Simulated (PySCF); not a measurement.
Harmonic spectrum computed at B3LYP in the def2-TZVP basis family (core potentials from Rb on, PySCF, no spin–orbit coupling):

| symmetry | ω (cm⁻¹) | IR (km/mol) |
| --- | --- | --- |
| a1 | 670 | 3.0 |
| b2 | 1111 | 372 |
| a1 | 1228 | 115 |

Q: Which molecule gave it? In each, all ligands are bound to the one heavy central atom.
A. CF₂ (singlet)
B. MgF₂ (singlet)
C. GeF₂ (singlet)
D. BeF₂ (singlet)
E. OF₂ (singlet)

A: A. It has C2v symmetry with C–F 1.304 Å (×2).
